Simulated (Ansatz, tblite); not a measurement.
Isomers of B7⁻ (singlet), found by a short tight-binding search and relaxed with PBE-D4/def2-SVPD in Ansatz.

The xTB rows come from tblite. HSE06 is defined as in plane-wave codes, on full-range PBE exchange. Correlated methods freeze 7 core orbitals.

Run but left out: HF/def2-TZVPPD (A: restricted singlet, unstable towards broken spin symmetry).

A: The restricted singlet is unstable towards broken spin symmetry in Hartree–Fock (as tested in another run); at PBE-D4/def2-TZVPD, BLYP-D4/def2-TZVPD, r2SCAN-D4/def2-TZVPD, PBE0-D4/def2-TZVPD and others this wasn't settled. At CCSD(T)/def2-TZVPPD T1 of the charge -1 singlet is large (up to 0.030), so the single-reference result is doubtful. At CCSD(T)/def2-TZVPPD the restricted singlet (for correlated methods, its reference) is unstable: a solution with broken spin symmetry lies lower. B: The restricted singlet is unstable towards broken spin symmetry in Hartree–Fock (as tested in another run); at PBE-D4/def2-TZVPD, BLYP-D4/def2-TZVPD, r2SCAN-D4/def2-TZVPD, PBE0-D4/def2-TZVPD and others this wasn't settled. At CCSD(T)/def2-TZVPPD T1 of the charge -1 singlet is large (up to 0.025), so the single-reference result is doubtful. At CCSD(T)/def2-TZVPPD the restricted singlet (for correlated methods, its reference) is unstable: a solution with broken spin symmetry lies lower.

Other spin states weren't relaxed.

A:

```
atom    x (Å)    y (Å)    z (Å)
  B1  -0.9730   0.5484  -0.1096
  B2  -1.8907   1.1852   0.9895
  B3   0.1546  -0.1977  -1.0938
  B4   1.5156  -0.9015  -0.3065
  B5   0.5151  -0.2207   0.7573
  B6   1.3269  -0.9437  -1.8184
  B7  -0.6483   0.5300   1.5815
```

B:

```xyz
7

B    -0.704   -0.783   -1.074
B     1.708    0.366    0.011
B     0.890   -0.282   -1.178
B    -1.596   -0.672    0.229
B    -1.023    0.645    0.893
B     0.153   -0.420    0.330
B     0.571    1.146    0.788
```

Task: Estimate which lies lowest at each level, and how far above it the others are (kcal/mol).

Result: 
```json
{"level": "GFN1-xTB", "A": "0.0", "B": "8.3"}
{"level": "GFN2-xTB", "A": "0.0", "B": "15.2"}
{"level": "PBE-D4/def2-TZVPD", "A": "12.4", "B": "0.0"}
{"level": "BLYP-D4/def2-TZVPD", "A": "4.8", "B": "0.0"}
{"level": "r2SCAN-D4/def2-TZVPD", "A": "14.4", "B": "0.0"}
{"level": "PBE0-D4/def2-TZVPD", "A": "16.8", "B": "0.0"}
{"level": "HSE06-D4/def2-TZVPD", "A": "16.1", "B": "0.0"}
{"level": "MP2/def2-TZVPPD", "A": "12.2", "B": "0.0"}
{"level": "CCSD/def2-TZVPPD", "A": "12.4", "B": "0.0"}
{"level": "CCSD(T)/def2-TZVPPD", "A": "8.2", "B": "0.0"}
```
Point groups (tolerance 0.1 Å): A C2v, B C2v. Lower isomers may exist.
